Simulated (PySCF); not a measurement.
Computed shifts of a molecule CH₃NOSi, PBE0/pcSseg-1 in PySCF, GIAO, gas phase, equivalent atoms averaged, in ppm (number of nuclei): ²⁹Si: -68.3 (1). ¹⁵N: 29.5 (1). ¹³C: 129.5 (1). ¹H: 5.08 (3). References: ²⁹Si against TMS (σ = 352.7 ppm); ¹⁵N against NH3 (σ = 267.4 ppm); ¹³C against TMS (σ = 186.3 ppm); ¹⁷O against H2O (σ = 334.2 ppm); ¹H against TMS (σ = 31.56 ppm), references at their B3LYP-D3(BJ)/def2-TZVP geometries, non-relativistic. The structure is a stationary point at PBE0-D3(BJ)/def2-SVP. Other conformers were not sampled.

Task: Which structure fits?
(A) N#CO[SiH3]
(B) O=C=N[SiH3]
(C) C1=N[SiH2]O1

Result: B, O=C=N[SiH3]
